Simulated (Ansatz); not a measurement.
```yaml
crystal:
  periodic: [false, false, false]
  atoms:
    - {symbol: Si, position_ang: [0.023987, -2.729716, 1.488702]}
    - {symbol: O, position_ang: [0.578219, -1.232138, 1.079735]}
    - {symbol: Ge, position_ang: [-0.006325, 0.000083, 0.001736]}
    - {symbol: O, position_ang: [1.330884, 0.597660, -0.934671]}
    - {symbol: Si, position_ang: [2.865826, 0.052185, -1.186765]}
    - {symbol: O, position_ang: [-0.703958, 1.326884, 0.882080]}
    - {symbol: Si, position_ang: [-0.191735, 2.859397, 1.207825]}
    - {symbol: O, position_ang: [-1.230528, -0.692099, -1.020194]}
    - {symbol: Si, position_ang: [-2.721764, -0.179713, -1.500661]}
    - {symbol: H, position_ang: [0.261997, -3.690076, 0.381377]}
    - {symbol: H, position_ang: [0.775858, -3.155694, 2.692928]}
    - {symbol: H, position_ang: [-1.430187, -2.683849, 1.790891]}
    - {symbol: H, position_ang: [3.702196, 0.284476, 0.018074]}
    - {symbol: H, position_ang: [2.858719, -1.399609, -1.503457]}
    - {symbol: H, position_ang: [3.413837, 0.815477, -2.333063]}
    - {symbol: H, position_ang: [1.218745, 2.850252, 1.675300]}
    - {symbol: H, position_ang: [-1.072570, 3.393100, 2.273759]}
    - {symbol: H, position_ang: [-0.298037, 3.709514, -0.005055]}
    - {symbol: H, position_ang: [-2.667247, 1.234594, -1.953216]}
    - {symbol: H, position_ang: [-3.138472, -1.052585, -2.623768]}
    - {symbol: H, position_ang: [-3.694144, -0.297543, -0.384557]}
basis:
  gaussian: {orbitals: def2-SVP}
hamiltonian: {xc: {name: HF}}
correlation: {active_space: {window: {electrons: 3, orbitals: 2}}}
output: {forces: true}
```

```sh
$ ansatz run in.yaml --threads 4 --pin off --events-out ev --progress --plain --max-ram 66560MiB --backend cpu
```

Output, abridged:

```
Functional definition: HF
2096 factors; integrals over basis functions are off by at most 1.1e-3 eV
mean field evaluation 1: about -96238.0410 eV, gradient 5.8e1 eV
mean field evaluation 2: about -96238.0932 eV, gradient 5.8e1 eV
mean field evaluation 4: about -96245.1656 eV, gradient 4.4e0 eV
mean field evaluation 8: about -96245.2385 eV, gradient 2.4e-1 eV
mean field -96245.23866751 eV, -3536.9472836650 hartree, gradient 6.9e-7 eV, S^2 0.000000; 0 other end points of the search recorded, 0 dependent functions left out
reference -96245.23866751 eV, -3536.9472836650 hartree; 66, 66 occupied and 154, 154 virtual orbitals, 2096 factors
Error: 3 electrons in 2 orbitals form no window around the highest filled level of the reference
```

(1) Something in this input is off. What?

## Answers

(1) The active space doesn't fit the electrons. The run stopped with an error.
